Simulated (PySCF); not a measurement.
## Vertical excitation energies

Compound: GaH2Et, C2H7Ga.
SMILES: `[GaH2][CH2]C`

Theory: TDDFT CAM-B3LYP/def2-SVPD, vertical, gas phase, core orbitals frozen in the response (PySCF 2.14.0, density-fitted response routines). One conformer (not necessarily the lowest) at the PBE0-D3(BJ)/def2-SVP geometry, without solvent, vibrations or thermal averaging. The CAM-B3LYP/def2-SVPD calculation is non-relativistic and has no spin–orbit coupling, an omission that weighs most on gallium.

| state | λ (nm) | E (eV) | f | main configurations (H = HOMO, L = LUMO) |
| --- | --- | --- | --- | --- |
| S1 | 264.1 | 4.69 | 0.0020 | H→L (98%) |
| S2 | 236.9 | 5.23 | 0.0000 | H-1→L (98%) |
| S3 | 176.7 | 7.02 | 0.016 | H→L+1 (83%), H→L+2 (14%) |
| S4 | 165.0 | 7.51 | 0.0011 | H-2→L (97%) |
| S5 | 161.3 | 7.68 | 0.208 | H→L+2 (52%), H→L+3 (38%) |
| S6 | 158.2 | 7.84 | 0.141 | H-1→L+1 (92%) |
| S7 | 153.6 | 8.07 | 0.079 | H→L+3 (52%), H→L+2 (24%), H-3→L (12%) |
| S8 | 153.3 | 8.09 | 0.067 | H-1→L+2 (88%) |
| S9 | 152.8 | 8.12 | 0.037 | H-3→L (84%) |
| S10 | 147.0 | 8.43 | 0.044 | H→L+4 (34%), H→L+5 (28%), H→L+6 (16%) |
| S11 | 146.3 | 8.48 | 0.056 | H→L+4 (58%), H→L+5 (18%), H→L+6 (10%) |
| S12 | 142.6 | 8.69 | 0.0034 | H→L+6 (66%), H→L+5 (14%) |
| S13 | 139.8 | 8.87 | 0.080 | H→L+7 (80%) |
| S14 | 139.7 | 8.88 | 0.102 | H-1→L+3 (52%), H→L+5 (31%), H→L+7 (8%) |
| S15 | 134.7 | 9.20 | 0.0098 | H-2→L+1 (64%), H-2→L+2 (22%) |

Triplets, Tamm–Dancoff:

```tsv
state	E (eV)	λ (nm)	main configurations (H = HOMO, L = LUMO)
T1	4.35	285.1	H→L (97%)
T2	4.75	260.8	H-1→L (97%)
T3	6.58	188.5	H→L+2 (59%), H→L+1 (25%)
T4	7.01	176.8	H→L+1 (57%), H→L+3 (25%), H→L+2 (8%)
```

The lowest singlet comes at 264 nm (453 kJ/mol) in the ultraviolet; it is very weak; its leading configuration is HOMO→LUMO (98%). The most intense listed level is S5 at 7.68 eV (161 nm, f = 0.208), 2.99 eV above S1. S13/S14 lie within about 0.01 eV of each other. Löwdin shares by element: HOMO carbon 47%, gallium 24%, hydrogen 7% or more (atoms not listed hold the other 22%); LUMO gallium 62%, hydrogen 19% or more, carbon 8% or more. Of the 15 states listed, 10 reach f = 0.01 and 1 stays under 0.0005. The oscillator strengths of these states sum to 0.847; summed over the whole spectrum of an exact calculation they would give the number of electrons, 50 (Thomas–Reiche–Kuhn). Weighted by f, the mean energy of these states is 8.15 eV. No computed singlet lies in the visible range (380 to 750 nm); the lowest, at 264 nm, stands 1.43 eV above its violet end (3.26 eV). Orbitals of the list HOMO-3 to LUMO+2 that lie within 0.01 eV of each other are written together with a slash and their weights summed (≥ marks a lower bound); for degenerate orbitals outside that list single weights are arbitrary. The window holds the lowest 15 singlets.
